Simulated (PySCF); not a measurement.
**Orbital picture of LiBe**

r²SCAN at R = 2.617 Å; Li pcseg-1, Be pcseg-1; no relativity (PySCF 2.14). State: ²Σ⁺ (doublet), unpaired electrons σ ↑. Only the outer orbitals are listed, counted within each symmetry.

| spin | orbital | occ. | ε (eV) | on Li (%) | main shells (%) |
| --- | --- | --- | --- | --- | --- |
| α | 2σ | 1 | -52.90 | 100 | 100 Li s |
| α | 3σ | 1 | -5.81 | 16 | 84 Be s, 12 Li s |
| α | 4σ | 1 | -3.17 | 49 | 47 Li s, 46 Be p |
| α | 1π | 0 | -1.84 | 40 | 60 Be p, 40 Li p |
| α | 1π | 0 | -1.84 | 40 | 60 Be p, 40 Li p |
| α | 5σ | 0 | -1.80 | 69 | 44 Li p, 30 Be p, 25 Li s |
| β | 2σ | 1 | -52.78 | 100 | 100 Li s |
| β | 3σ | 1 | -5.37 | 7 | 86 Be s |
| β | 1π | 0 | -1.41 | 19 | 81 Be p, 19 Li p |
| β | 1π | 0 | -1.41 | 19 | 81 Be p, 19 Li p |
| β | 4σ | 0 | -1.24 | 39 | 48 Be p, 36 Li s, 14 Be s |

Question: Which are the highest filled and the lowest empty level, where do they sit, and how wide is the gap?

Answer: Highest filled α 4σ at -3.17 eV (in %: 47 Li s, 46 Be p); lowest empty α 1π at -1.84 eV (in %: 60 Be p, 40 Li p); the gap at r²SCAN is 1.33 eV.

```json
{"bond order (Mayer)": "0.69", "⟨S²⟩": "0.781", "charge on Li (Mulliken, basis-dependent)": "0.28", "charge on Li (Löwdin, basis-dependent)": "0.01", "dipole moment (positive dipole means Li(−)Be(+))": "-2.82 D"}
```

The state is the lowest determinant that a PBE0 search found; another state may lie lower at other levels.
